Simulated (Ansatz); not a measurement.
Process, species as SMILES: [H]/[C]=C\Cl → 2 C atom + Cl atom + 2 H atom
B3LYP-D3(BJ)/def2-TZVP geometries, fixed; electronic energies without zero-point terms.
Largest species:
```
C
C 1 1.2939
H 2 1.0745 1 142.68
H 1 1.0811 2 125.44 3 -180.00
Cl 1 1.7730 4 112.00 2 -180.00
```
Charge 0, spin multiplicity 2.

Effect of the final integration grid (spheres per factor e of radius in core and valence, angular degree) at PBE0/aug-cc-pV(T+d)Z with Ansatz (an electronic-structure program), against the last row, where the atomisation energy is 430.73 kcal/mol. Open shells are unrestricted. The default's grid is 13, 11, 36.

```tsv
setting	largest shift of a total energy (mEh)	shift of the atomisation energy (kcal/mol)
accuracy: medium (default)	0.000	0.000
final_grid: 4, 3, 11	0.788	-0.873
final_grid: 6, 5, 17	0.008	-0.008
final_grid: 8, 7, 23	0.005	-0.004
final_grid: 10, 9, 29	0.000	0.000
final_grid: 18, 15, 47	0.000	0.000
final_grid: 26, 22, 59	0.000	0.000
```

Within 0.05 kcal/mol in the atomisation energy: accuracy: medium (default); final_grid: 6, 5, 17; final_grid: 8, 7, 23; final_grid: 10, 9, 29; final_grid: 18, 15, 47. The largest shift is 0.788 mEh in a total energy and 0.873 kcal/mol in the difference.
